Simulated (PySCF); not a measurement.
HClSi (SMILES [SiH]Cl), singlet, at a GFN2-xTB geometry. Base run: B3LYP/3-21G (PySCF).

The PySCF input:
```python
from pyscf import gto, scf, dft

mol = gto.M(
    atom='''
Si    0.793635   -0.215555    0.717313
H     1.842392   -0.415410   -0.312898
Cl   -0.761958    0.201951   -0.572322
''',
    basis='3-21g',
    charge=0,
    spin=0,
    verbose=3,
)

mf = dft.RKS(mol)
mf.xc = 'b3lyp'
mf.kernel()
```

Each row names what was changed in the base input (with any setting that the change needs).

```
change                                     ΔE vs base (mEh)  grid points  electrons on the grid
-----------------------------------------  ----------------  -----------  ---------------------
base                                                  0.000        47872               32.00000
grids.level = 0                                      52.649         3872               31.99704
grids.prune = dft.gen_grid.treutler_prune             0.000        45072               32.00000
grids.prune = off                                     0.000        84544               32.00000
grids.becke_scheme = stratmann                        0.000        47872               32.00000
grids.atom_grid = (99, 590)                           0.001        93152               32.00000
grids.level = 7                                       0.001       222456               32.00000
grids.radi_method = delley                            0.000        49624               32.00000
grids.radi_method = mura_knowles                      0.000        44544               32.00000
grids.atom_grid = (30, 110)                           0.485         7360               32.00001
grids.level = 4                                       0.001        73320               32.00000
```
